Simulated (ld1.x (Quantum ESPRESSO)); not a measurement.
Logarithmic derivatives: Sb, TM

- Element: Sb
- Generator: ld1.x (Quantum ESPRESSO) 7.5
- Type: norm-conserving Troullier–Martins (Kleinman–Bylander form)
- Functional: LDA (PZ)
- Relativity: scalar-relativistic
- Frozen core: [Kr]
- Valence charge: 15
- Reference configuration: 4d10 5s2 5p2.5 (charge +0.5)
- Partial waves: 5p (bound): rc 2.50 bohr; 4d (bound): rc 1.60 bohr; 5s (bound): rc 1.80 bohr
- Local potential: the s channel
- Core correction: Bessel-smoothed model core, default radius (core density twice the valence density)

The phase is arctan(r·u′/u) with u = r·R(r), unwrapped; energies in Ry, scanned from -5 to 5 Ry. A pole is an energy at which the radial function vanishes at the test radius. The pseudo phase is shifted by a multiple of π to meet the all-electron one at the reference energy, and phase errors are pseudo minus all-electron; the curves can meet again beyond the range given. Levels narrower than the energy grid can be missing from the lists of poles.

| channel | radius (bohr) | reference energy (Ry) | poles, all-electron | poles, pseudo | unbroken range about the reference energy with phases within 0.05 rad | phase error 1 Ry above the reference energy (rad) |
| --- | --- | --- | --- | --- | --- | --- |
| s | 2.72 | -1.24 | -0.30 | -0.31 | below 1.8 | -0.002 |
| p | 2.72 | -0.62 | 0.91 | 0.87 | below 2.8 | -0.003 |
| d | 2.72 | -2.77 | -2.73, 3.06 | -2.73, 3.87 | below -0.2 | +0.004 |

Phases in the d channel:

```json
{"E (Ry)": "-5.00", "all-electron": "1.398", "pseudo": "1.398"}
{"E (Ry)": "-4.74", "all-electron": "1.392", "pseudo": "1.392"}
{"E (Ry)": "-4.48", "all-electron": "1.386", "pseudo": "1.386"}
{"E (Ry)": "-4.22", "all-electron": "1.379", "pseudo": "1.379"}
{"E (Ry)": "-3.96", "all-electron": "1.370", "pseudo": "1.371"}
{"E (Ry)": "-3.70", "all-electron": "1.360", "pseudo": "1.361"}
{"E (Ry)": "-3.44", "all-electron": "1.346", "pseudo": "1.347"}
{"E (Ry)": "-3.18", "all-electron": "1.322", "pseudo": "1.323"}
{"E (Ry)": "-2.92", "all-electron": "1.233", "pseudo": "1.235"}
{"E (Ry)": "-2.66", "all-electron": "-1.692", "pseudo": "-1.691"}
{"E (Ry)": "-2.40", "all-electron": "-1.776", "pseudo": "-1.774"}
{"E (Ry)": "-2.14", "all-electron": "-1.805", "pseudo": "-1.803"}
{"E (Ry)": "-1.88", "all-electron": "-1.828", "pseudo": "-1.825"}
{"E (Ry)": "-1.62", "all-electron": "-1.852", "pseudo": "-1.848"}
{"E (Ry)": "-1.36", "all-electron": "-1.880", "pseudo": "-1.874"}
{"E (Ry)": "-1.10", "all-electron": "-1.913", "pseudo": "-1.904"}
{"E (Ry)": "-0.84", "all-electron": "-1.957", "pseudo": "-1.943"}
{"E (Ry)": "-0.58", "all-electron": "-2.016", "pseudo": "-1.993"}
{"E (Ry)": "-0.32", "all-electron": "-2.100", "pseudo": "-2.063"}
{"E (Ry)": "-0.06", "all-electron": "-2.233", "pseudo": "-2.165"}
{"E (Ry)": "0.20", "all-electron": "-2.462", "pseudo": "-2.326"}
{"E (Ry)": "0.46", "all-electron": "-2.873", "pseudo": "-2.598"}
{"E (Ry)": "0.72", "all-electron": "-3.469", "pseudo": "-3.046"}
{"E (Ry)": "0.98", "all-electron": "-3.959", "pseudo": "-3.586"}
{"E (Ry)": "1.24", "all-electron": "-4.238", "pseudo": "-3.989"}
{"E (Ry)": "1.50", "all-electron": "-4.397", "pseudo": "-4.228"}
{"E (Ry)": "1.76", "all-electron": "-4.496", "pseudo": "-4.371"}
{"E (Ry)": "2.02", "all-electron": "-4.564", "pseudo": "-4.464"}
{"E (Ry)": "2.28", "all-electron": "-4.614", "pseudo": "-4.529"}
{"E (Ry)": "2.54", "all-electron": "-4.653", "pseudo": "-4.577"}
{"E (Ry)": "2.80", "all-electron": "-4.685", "pseudo": "-4.614"}
{"E (Ry)": "3.06", "all-electron": "-4.713", "pseudo": "-4.644"}
{"E (Ry)": "3.32", "all-electron": "-4.737", "pseudo": "-4.670"}
{"E (Ry)": "3.58", "all-electron": "-4.761", "pseudo": "-4.691"}
{"E (Ry)": "3.84", "all-electron": "-4.784", "pseudo": "-4.711"}
{"E (Ry)": "4.10", "all-electron": "-4.807", "pseudo": "-4.728"}
{"E (Ry)": "4.36", "all-electron": "-4.832", "pseudo": "-4.745"}
{"E (Ry)": "4.62", "all-electron": "-4.859", "pseudo": "-4.761"}
{"E (Ry)": "4.88", "all-electron": "-4.892", "pseudo": "-4.776"}
```
